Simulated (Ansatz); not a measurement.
Ansatz (a first-principles code) input file for C₃H₄N₂, SMILES c1c[nH]nc1, PBE/def2-SVPD. The structure is a stationary point at B3LYP-D3(BJ)/def2-SVP.

Ansatz 0.2 input:
```yaml
crystal:
  periodic: [false, false, false]
  atoms:
    - {symbol: C, position_ang: [-0.98853521, 0.68491212, 0.00000000]}
    - {symbol: C, position_ang: [0.36625711, 1.10420437, 0.00000000]}
    - {symbol: N, position_ang: [1.20220449, 0.06906229, 0.00000000]}
    - {symbol: N, position_ang: [0.40449522, -1.00766996, 0.00000000]}
    - {symbol: C, position_ang: [-0.91965779, -0.69813565, 0.00000000]}
    - {symbol: H, position_ang: [-1.88453195, 1.30042409, 0.00000000]}
    - {symbol: H, position_ang: [0.76048063, 2.12009294, 0.00000000]}
    - {symbol: H, position_ang: [0.82003996, -1.93120836, 0.00000000]}
    - {symbol: H, position_ang: [-1.69127125, -1.46493998, 0.00000000]}
basis:
  gaussian:
    orbitals: def2-SVPD
hamiltonian:
  xc: {name: PBE}
```

Program output:

```
WARN ansatz: RAYON_NUM_THREADS=1 ignored (pool sized by the plan → 1); use --threads N
Functional definition: PBE
integrals: 0.05 GiB planned
1113 factors; their error is unknown
mean field: 0.43 GiB planned
mean field evaluation 1: about -6136.6029 eV, gradient 5.3e1 eV
mean field evaluation 2: about -6126.3405 eV, gradient 8.3e1 eV
mean field evaluation 4: about -6143.7856 eV, gradient 1.0e1 eV
mean field evaluation 8: about -6144.0285 eV, gradient 2.2e-1 eV
mean field evaluation 16: about -6143.9484 eV, gradient 8.4e-4 eV
mean field -6143.94835885 eV, -225.7859376699 hartree, gradient 5.6e-5 eV, S^2 0.000000; 0 other end points of the search recorded, 0 dependent functions left out
reference -6143.94839634 eV, -225.7859390476 hartree; 18, 18 occupied and 114, 114 virtual orbitals, 1113 factors
Total energy: -6143.94839634 eV, -225.7859390476 hartree
```

The calculation finished and met its thresholds.

Cost: around 2.8 core-seconds (rough).
